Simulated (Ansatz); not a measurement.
`[CH3][Al]([OH])[SiH2]O`, relaxed with RKS PBE0-D4/def2-TZVP in Ansatz from a PBE-D4/def2-SVP geometry. The force threshold is 0.005 eV/Å; the program also tests the step.

The species carries charge 0 and has multiplicity 1.

Start:

```xyz
12

C    -0.275    1.493    1.812
Al    0.372    0.198    0.494
O     1.868   -0.568    0.909
Si   -0.654   -0.493   -1.651
O     0.113   -1.904   -2.227
H    -1.190    2.032    1.493
H    -0.502    0.983    2.773
H     0.512    2.247    2.028
H     2.324   -1.181    0.310
H    -0.421    0.526   -2.737
H    -2.161   -0.667   -1.574
H     0.013   -2.666   -1.631
```

```json
{"step": "1", "energy (eV)": "-19713.1366", "largest force (eV/Å)": "0.668", "largest move (Å)": "0.000"}
{"step": "2", "energy (eV)": "-19713.1823", "largest force (eV/Å)": "0.594", "largest move (Å)": "0.064"}
{"step": "3", "energy (eV)": "-19713.1952", "largest force (eV/Å)": "0.333", "largest move (Å)": "0.051"}
{"step": "4", "energy (eV)": "-19713.1984", "largest force (eV/Å)": "0.203", "largest move (Å)": "0.018"}
{"step": "5", "energy (eV)": "-19713.2002", "largest force (eV/Å)": "0.103", "largest move (Å)": "0.028"}
{"step": "6", "energy (eV)": "-19713.2015", "largest force (eV/Å)": "0.013", "largest move (Å)": "0.039"}
{"step": "7", "energy (eV)": "-19713.2017", "largest force (eV/Å)": "0.018", "largest move (Å)": "0.021"}
{"step": "8", "energy (eV)": "-19713.2018", "largest force (eV/Å)": "0.017", "largest move (Å)": "0.018"}
{"step": "9", "energy (eV)": "-19713.2019", "largest force (eV/Å)": "0.022", "largest move (Å)": "0.048"}
{"step": "10", "energy (eV)": "-19713.2020", "largest force (eV/Å)": "0.017", "largest move (Å)": "0.016"}
{"step": "11", "energy (eV)": "-19713.2021", "largest force (eV/Å)": "0.013", "largest move (Å)": "0.007"}
{"step": "12", "energy (eV)": "-19713.2021", "largest force (eV/Å)": "0.006", "largest move (Å)": "0.005"}
{"step": "13", "energy (eV)": "-19713.2021", "largest force (eV/Å)": "0.004", "largest move (Å)": "0.008"}
{"step": "14", "energy (eV)": "-19713.2021", "largest force (eV/Å)": "0.003", "largest move (Å)": "0.008"}
{"step": "15", "energy (eV)": "-19713.2021", "largest force (eV/Å)": "0.003", "largest move (Å)": "0.006"}
{"step": "16", "energy (eV)": "-19713.2021", "largest force (eV/Å)": "0.003", "largest move (Å)": "0.007"}
```

End:

```xyz
12

C    -0.264    1.514    1.779
Al    0.406    0.182    0.529
O     1.859   -0.597    0.964
Si   -0.637   -0.509   -1.606
O     0.113   -1.833   -2.285
H    -1.139    2.050    1.402
H    -0.545    1.043    2.726
H     0.512    2.251    2.011
H     2.296   -1.224    0.390
H    -0.519    0.557   -2.641
H    -2.105   -0.769   -1.450
H     0.022   -2.665   -1.818
```

It took 58 s on 4 threads of an Intel Xeon Platinum 8375C on a shared host, with 0.59 GiB of host memory at the peak.
